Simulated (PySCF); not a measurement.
# What a mistake does to a calculation on BCH6NSi

Calculated results; nothing here was measured. The program is PySCF 2.14.0, an open-source quantum chemistry code, run on an isolated molecule that a program drew, which may never have been made. The molecule is BCH6NSi (charge 0, singlet), drawn as the SMILES string `BN[SiH]=C`.

Each row is a Hartree-Fock (HF) and frozen-core CCSD(T) single point in the cc-pV(D+d)Z basis, meant for a local HF minimum. Run 1 is clean. Each other run has one planted mistake out of seven kinds, and not every kind appears here: one electron removed, one electron added, multiplicity raised by two, geometry at a saddle point, minimal basis STO-3G, one bond length entered in bohr, all coordinates scaled. The reference is restricted for singlets and unrestricted otherwise, and also for a bond in bohr. Adding or removing an electron swaps singlet and doublet. Electrons count all cores. HOMO and LUMO are orbital energies over both spins, the gradient is its largest component, and the lowest frequency (negative if imaginary) is given only where the gradient is small. Bond lengths are over the 9 bonds as drawn. T1 is the CCSD diagnostic: over 0.02 (restricted) or 0.045 (unrestricted) a single reference is doubtful.

Geometry of the clean run:
```xyz
10
BCH6NSi, angstrom
B    -2.1283    2.0790    0.3830
N    -1.9925    1.0174    1.3057
Si   -0.6051    0.0397    1.6168
C     0.9085    0.1303    0.8869
H    -1.1954    2.3906   -0.3021
H    -3.1782    2.6548    0.2984
H    -2.8055    0.8001    1.8525
H    -0.9399   -0.9372    2.6618
H     1.1826    0.8388    0.1158
H     1.6829   -0.5626    1.1967
```

```
run,electrons,basis functions,<S^2>,HOMO (eV),LUMO (eV),gradient (hartree/bohr),lowest frequency (cm^-1),mean bond (Å),longest bond (Å),T1,HF (hartree),CCSD(T) (hartree),mistake
1,38,95,0.000,-8.18,2.66,3.4e-05,80,1.3178,1.725,0.0160,-409.43360,-409.98665,no fault
2,38,30,0.000,-5.62,7.24,3.5e-02,-,1.3178,1.725,0.0231,-404.57500,-404.84071,minimal basis STO-3G
3,37,95,0.757,-17.22,-5.82,1.1e-01,-,1.3178,1.725,0.0153,-409.18673,-409.69064,one electron removed
4,39,95,0.830,1.37,8.16,4.1e-02,-,1.3178,1.725,0.0182,-409.35799,-409.93420,?
5,38,95,0.755,-8.32,1.33,2.3e-02,-,1.4170,1.896,0.0558,-409.29305,-409.84489,?
```

**Which mistake was planted in run 4, and what did it cost?**

It counts 39 electrons, one more than the clean run, at the same geometry and basis. So the mistake is: one electron added. Subtracting run 1 and multiplying by 627.51 kcal/mol a hartree, the energy moved by 47.4 kcal/mol in HF and 32.9 kcal/mol in CCSD(T).

**Which mistake was planted in run 5, and what did it cost?**

The mean bond changes by a factor of 1.075 and the longest by 1.099, so the molecule wasn't scaled as a whole. A length L in bohr read as angstrom grows by (1/0.5292 - 1) L = 0.890 L. The 9 bonds together grew by 9 x 0.0992 = 0.893 Å, which gives L = 1.003 Å. That is bond N2-H7, 1.004 Å in the clean geometry. So the mistake is: one bond length entered in bohr. Subtracting run 1 and multiplying by 627.51 kcal/mol a hartree, the energy moved by 88.2 kcal/mol in HF and 89.0 kcal/mol in CCSD(T).

Cautions from the logs. Run 2: T1 is over the limit, so its CCSD(T) energy is less reliable; run 4: the HOMO is above zero, so the electron isn't bound and the energy depends on the basis; run 5: T1 is over the limit, so its CCSD(T) energy is less reliable.
